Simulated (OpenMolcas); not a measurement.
N2+, P2+, As2+, Sb2+, Bi2+: ns2 np down the group

```yaml
Program: OpenMolcas
Method: RASSCF
Basis: ANO-RCC-VTZP
Scalar_Hamiltonian: DKH2, point nucleus
Spin-orbit_coupling: RASSI with atomic mean-field integrals over the reference wave functions, term energies averaged over their components
```

Active space for each ion: 3 electrons in 9 orbitals (RAS2 s p; RAS3 d, at most 2 electrons).

Computed levels in cm-1 above 2P* 1/2:

```tsv
Level	N2+	P2+	As2+	Sb2+	Bi2+
2P* 3/2	156	486	2641	5827	18263
weight of 2P* in the lowest level (%)	100	100	100	100	100
```

Measured, with the error of the calculation in %. Measured levels: N2+ from Moore, Selected Tables of Atomic Spectra, NSRDS-NBS 3, section 5; P2+ from Martin, Zalubas and Musgrove, J. Phys. Chem. Ref. Data 14, 751 (1985); As2+ from Moore, Atomic Energy Levels, vol. II, NSRDS-NBS 35 (1971 reprint of NBS Circular 467, 1952); Sb2+, Bi2+ from Moore, Atomic Energy Levels, vol. III, NSRDS-NBS 35 (1971 reprint of NBS Circular 467, 1958).

```csv
Level,N2+,P2+,As2+,Sb2+,Bi2+
2P* 3/2,174 (-10.3),559 (-13.0),2940 (-10.2),6576 (-11.4),20788 (-12.1)
```

The fine-structure level 2P* 3/2 changes by a factor of 117 from N2+ to Bi2+.

Active for correlation alone: 3d; no level in the range computed is led by a configuration that fills it, so any true level of that kind is missing (holds for N2+; P2+). Active for correlation alone: 4d; no level in the range computed is led by a configuration that fills it, so any true level of that kind is missing (holds for As2+). Active for correlation alone: 5d; no level in the range computed is led by a configuration that fills it, so any true level of that kind is missing (holds for Sb2+). The run also gave levels led by 6s 6p 6d, which use shells meant for correlation; these and all levels above them are left out (holds for Bi2+). Measured partners are found by configuration, term and J. A level has none where our copy of the source lacks it or the pairing is in doubt (some pairs that miss far off the trend of their configuration count as doubtful), and it then counts in no deviation. Only configurations of the active space appear.

* marks odd parity.
